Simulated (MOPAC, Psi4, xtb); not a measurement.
Torsional profile of C4H6O2, SMILES C(C)(C(C)=O)=O. Scanned: dihedral O3–C2–C4–O6; all other coordinates were relaxed at B3LYP-D3(BJ)/def2-SVP. Points at φ and −φ are mirror images.

Atom numbering (GFN2-xTB optimised geometry, Å):
```
12

C     -1.8156    -0.5938    -0.0930
C     -0.6599     0.3287    -0.3183
O     -0.7471     1.4909    -0.6251
C      0.7143    -0.3427    -0.1314
C      1.7899     0.6003     0.3061
O      0.8636    -1.5206    -0.3379
H     -1.8810    -0.8223     0.9704
H     -1.6272    -1.5298    -0.6152
H     -2.7452    -0.1405    -0.4249
H      2.7682     0.1335     0.2361
H      1.6001     0.8963     1.3375
H      1.7400     1.5000    -0.3042
```

Computed with: PM6, restricted, heats of formation // B3LYP-D3(BJ)/def2-SVP (MOPAC); PBE/def2-TZVP // B3LYP-D3(BJ)/def2-SVP (Psi4); AM1, restricted, heats of formation // B3LYP-D3(BJ)/def2-SVP (MOPAC); PBE-D3(BJ)/def2-TZVP // B3LYP-D3(BJ)/def2-SVP (Psi4); GFN1-xTB // B3LYP-D3(BJ)/def2-SVP (xtb); MP2/cc-pVTZ = DF-MP2 (frozen core)/cc-pVTZ // B3LYP-D3(BJ)/def2-SVP run with Psi4.

Energies in kJ/mol, each method relative to its own lowest point.

```tsv
φ / °	PM6	PBE/def2-TZVP	AM1	PBE-D3(BJ)/def2-TZVP	GFN1-xTB	MP2/cc-pVTZ
-150	0.0	1.6	0.0	1.6	1.1	2.9
-120	0.0	5.8	0.9	5.9	7.3	10.4
-90	0.7	14.3	1.8	14.3	16.1	20.4
-60	6.1	21.7	5.8	21.3	23.4	25.9
-30	15.0	24.2	13.6	23.7	30.1	26.3
0	19.6	25.8	18.3	25.2	33.3	27.4
30	15.0	24.2	13.6	23.7	30.1	26.3
60	6.1	21.7	5.8	21.3	23.4	25.9
90	0.7	14.3	1.8	14.3	16.1	20.4
120	0.0	5.8	0.9	5.9	7.3	10.4
150	0.0	1.6	0.0	1.6	1.1	2.9
180	1.3	0.0	0.7	0.0	0.0	0.0
```

Root-mean-square difference from the MP2/cc-pVTZ profile, itself a level with limits, after the best constant shift (kJ/mol): PM6 7.1, PBE/def2-TZVP 1.9, AM1 6.8, PBE-D3(BJ)/def2-TZVP 1.9, GFN1-xTB 3.3.
